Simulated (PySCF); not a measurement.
Molecule: `C#C[C@@H]1CC(F)=C(F)[S@]1=O`, C6H4F2OS.

Cartesian coordinates in Å; atom numbers follow the order of the lines, from 1:
```xyz
14

C     2.4537    0.4948   -1.1920
C     1.6857    0.1298   -0.3489
C     0.7251   -0.2809    0.6386
C    -0.3768   -1.1603    0.0476
C    -1.3715   -0.2176   -0.5490
F    -2.2079   -0.6908   -1.4815
C    -1.3380    1.0289   -0.1024
F    -2.1206    2.0437   -0.4709
S    -0.1321    1.2840    1.2626
O    -0.8332    0.9008    2.4788
H     3.1431    0.8005   -1.9210
H     1.2151   -0.7350    1.5012
H     0.0121   -1.8400   -0.7141
H    -0.8553   -1.7584    0.8288
```

Frames of a GFN2-xTB Langevin trajectory at 600 K; GIAO PBE0/pcSseg-1 shieldings in PySCF 2.14.0 with density-fitted response routines, gas phase, non-relativistic; equivalent atoms averaged within each frame.

δ = σ(ref) − σ, references computed at the same level: 13C (σ = 186.93 ppm) vs TMS; CFCl3 for 19F (σ = 170.95 ppm); 33S (σ = 503.73 ppm) vs CS2; 17O (σ = 336.08 ppm) against H2O. The references are static minima.

How do the shifts (ppm) fluctuate along the trajectory?

## Answers


```
         time (fs)     C5     C7     C2    C1    C3    C4      F6      F8   S9    O10
               250  165.8  160.4   93.1  83.1  62.9  47.3  -128.5  -161.6  377   86.6
               425  152.2  171.7   82.0  89.7  57.8  44.7  -147.6  -142.0  492  166.0
               625  143.8  169.9   85.3  88.1  51.2  39.2  -160.2  -137.8  418  208.7
               800  161.3  169.4   88.5  83.6  50.7  37.2  -114.1  -150.9  386  135.4
              1000  155.3  160.2  112.2  86.7  49.1  44.2  -125.4  -166.9  457  181.3
    mean of frames  155.7  166.3   92.2  86.2  54.3  42.5  -135.2  -151.8  426  155.6
standard deviation    8.5    5.6   11.9   2.9   5.8   4.2    18.5    12.4   48   46.8
```

5 frames give an uncertainty of the mean of about the standard deviation over 2.2 at best, since frames this close in time may not be independent; classical motion lacks zero-point vibration, and the reference would need the same averaging.
